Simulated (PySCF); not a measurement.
# Dipole moment and polarisability of `BC1CCCC1`

C5H11B.
Cartesian coordinates in Å at the PBE0-D3(BJ)/def2-SVP level; atoms count from 1:
```xyz
17
C5H11B angstrom
B      2.160   -0.477    0.364
C      0.612   -0.475    0.368
C     -0.179   -1.523   -0.426
C     -1.655   -1.104   -0.293
C     -1.644    0.370    0.178
C     -0.178    0.813    0.123
H      2.777   -1.504    0.180
H      2.778    0.526    0.650
H      0.510   -0.727    1.460
H      0.014   -2.551   -0.086
H      0.133   -1.477   -1.483
H     -2.194   -1.229   -1.245
H     -2.177   -1.738    0.441
H     -2.302    1.013   -0.425
H     -2.008    0.436    1.216
H      0.064    1.613    0.838
H      0.067    1.197   -0.883
```

Level: wB97X-D/def2-SVPD (PySCF), static field, nuclei fixed, core orbitals frozen in the response. The polarisability tensor in these axes (au):

```
x   81.23 -0.60  2.35
y   -0.60 71.96  2.66
z    2.35  2.66 62.27
```

What are the eigenvalues, a third of the trace, and Δα (Δα² = ½Σ(αi − αj)² over the three pairs)?

Principal values 61.29, 72.64 and 81.53 au; mean 71.82 au = 10.64 Å³ = 11.84 × 10⁻⁴⁰ C²·m²/J; Δα = 17.57 au (24 % of the mean).

What is the dipole moment, and where does it point?

(-0.71, -0.01, 0.07) D, 0.72 D in size, pointing from the negative to the positive side. Measured along this direction, the outermost atoms are H7 and H8 at the negative end and H13 and H14 at the positive end.

Traceless (Buckingham) quadrupole moment about the centre of nuclear charge: eigenvalues?

-4.46, -0.12, 4.58 D·Å. The values depend on the origin, since the dipole doesn't vanish. The electronic extent ⟨r²⟩ about the same centre is 616 bohr², a root-mean-square distance of 1.94 Å for the 46 electrons.

What molar refraction does this α imply?

Lorentz–Lorenz: R = (4π/3)N_A α = 2.5225 cm³/(mol·Å³) × 10.64 Å³ = 26.8 cm³/mol, in the limit of long wavelengths.

How large is μ²/3kT at 350 K beside α?

In Gaussian units μ²/3kT = 3.53 Å³ against 10.64 Å³, a ratio of 0.33; the Debye molar polarisation (4π/3)N_A(α + μ²/3kT) is 35.8 cm³/mol, leaving out the vibrational part.

Isolated species at its PBE0-D3(BJ)/def2-SVP geometry (one conformer only).
